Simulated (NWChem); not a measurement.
# BeHSF; SMILES [F][Be][SH]

```xyz
4

Be     0.0011    -0.6276     0.0000
F     -0.0627    -2.0023     0.0000
S      0.1291     1.2782     0.0000
H     -1.2136     1.4497     0.0000
```
Atoms are numbered in this order, from 1.

Computed with NWChem. Pople sets run with spherical d functions. Structure relaxed at the B3LYP/6-31G* (spherical d) level. GIAO values for the isolated, static molecule; σ is the absolute isotropic shielding, δ = σ(reference) − σ with the isolated reference molecule computed at the same levels (19F: trichlorofluoromethane, 1H: tetramethylsilane).

| level | σ Be1 (ppm) | δ F2 (ppm) | σ S3 (ppm) | δ H4 (ppm) |
|---|---|---|---|---|
| KT2/pcSseg-1 | 99.7 | -178.0 | 816.2 | -0.05 |
| BHandHLYP/pcSseg-1 | 100.9 | -138.0 | 812.2 | 0.15 |
| PBE0/pcSseg-2 | 97.1 | -169.6 | 813.8 | -0.05 |
| B3LYP/6-31G* | [?] | [?] | 810.6 | [?] |
| PBE/pcSseg-1 | 96.8 | -167.6 | 802.7 | -0.06 |

Task: Some entries are withheld; supply them.

Result: 
- B3LYP/6-31G*, σ Be1 (ppm): 104.9
- B3LYP/6-31G*, δ F2 (ppm): -134.0
- B3LYP/6-31G*, δ H4 (ppm): -0.77
